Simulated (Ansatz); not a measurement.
BFH5NSi can be A, `FBN[SiH3]`, or B, `NB(F)[SiH3]`.

Program: Ansatz. Geometries: PBE0-D4/def2-TZVP. ΔE: electronic, gas phase. CBS: MP2 limit from def2 TZ/QZ plus the TZ coupled-cluster correction, frozen cores. Functionals use def2-TZVPP. B3LYP here is the variant with VWN-RPA as its local correlation; programs differ in this. Each species was taken in one conformer, which may not be the lowest.

(1) Which is lower in electronic energy at CCSD(T)/CBS, and by how much? (Estimate.)

(2) Give E(B) − E(A) in kJ/mol with B3LYP, LDA (SPW92), CCSD(T)/def2-SVP, B3LYP-D4, CCSD(T)/def2-TZVPP, r2SCAN-D4, HF/def2-TZVPP. (Estimate.)

(3) Does the order hold for the free energy at 298.15 K (harmonic terms from PBE0-D4)? (An estimate is asked.)

Largest T1 diagnostic: 0.013.

## Answers

(1) Ansatz gave: A, by 64.9 kJ/mol.

(2) The calculation gave: B3LYP 60.1, LDA (SPW92) 44.0, CCSD(T)/def2-SVP 58.2, B3LYP-D4 61.1, CCSD(T)/def2-TZVPP 63.8, r2SCAN-D4 57.6, HF/def2-TZVPP 79.9. None reverses the order clearly.

(3) Computed: Yes: G(B) − G(A) = +67.3 kJ/mol, for one conformer each.

In def2-TZVPP, CCSD(T) changes the Hartree–Fock value by −16.1 kJ/mol (the triples alone add −2.1 kJ/mol) and MP2 by −8.4 kJ/mol. At CCSD(T), def2-SVP lies −6.7 kJ/mol from the extrapolated value and def2-TZVPP −1.1 kJ/mol.
